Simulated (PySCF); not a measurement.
A structure optimised at PBE0-D3(BJ)/def2-SVP (Å):
```
atom  x, y, z in Å
Si1    3.2555    0.4279   -0.3402
C2     1.8786   -0.6420    0.3616
Si3    0.2507   -0.5464   -0.5719
C4    -0.4843    1.1974   -0.5933
C5    -2.0217    1.0827   -0.6009
Si6   -2.4966   -0.4004    0.4734
N7    -1.0643   -1.3672    0.2325
H8     4.5099    0.2951    0.4639
H9     3.5606    0.0353   -1.7510
H10    2.8491    1.8682   -0.3379
H11    1.6975   -0.3485    1.4104
H12    2.2295   -1.6890    0.3748
H13    0.5007   -1.0827   -1.9519
H14   -0.1101    1.8088   -1.4305
H15   -0.1433    1.7002    0.3295
H16   -2.3795    0.8666   -1.6225
H17   -2.5141    2.0184   -0.2903
H18   -2.7194   -0.0277    1.9105
H19   -3.7454   -1.0874    0.0119
H20   -1.0014   -2.3331    0.5335
```

Charge 0, singlet.

(1) Which heavy atoms are bonded, and with what formal order?

(2) Give the structure as a SMILES string.

(3) Name the point group.

(4) Which rings does it hold (smallest set)?

(5) Describe the place of each heavy atom.

(6) What is the arrangement about Si3?

(7) What is the arrangement about Si1?

Results:

(1) Si1–C2 1.88 Å (single); C2–Si3 1.88 Å (single); Si3–C4 1.89 Å (single); C4–C5 1.54 Å (single); C5–Si6 1.89 Å (single); Si6–N7 1.74 Å (single); Si3–N7 1.75 Å (single). Bonds to hydrogen (Å): Si1–H8 1.50; Si1–H9 1.50; Si1–H10 1.50; C2–H11 1.10; C2–H12 1.10; Si3–H13 1.50; C4–H14 1.10; C4–H15 1.10; C5–H16 1.10; C5–H17 1.10; Si6–H18 1.50; Si6–H19 1.50; N7–H20 1.01.

(2) `[SiH3]C[Si@@H]1CC[SiH2]N1`, C3H13NSi3. Among its features: Si–H bond and C–Si bond.

(3) C1 (no symmetry element, even within 0.4 Å).

(4) Si3–C4–C5–Si6–N7 (5 members, 0.17 Å rms from planarity).

(5) Si1: SiH3 silicon; C2: sp3 carbon bound to silicon; Si3: SiH silicon; C4: sp3 carbon bound to silicon; C5: sp3 carbon bound to silicon; Si6: SiH2 silicon; N7: nitrogen bridging silicon atoms.

(6) It has 4 neighbours (C2, C4, N7, H13) and is distorted tetrahedral (angles from 98.4° to 113.6°).

(7) It has 4 neighbours (C2, H8, H9, H10) and is tetrahedral (angles from 108.0° to 111.3°).

All values are computed, not measured.
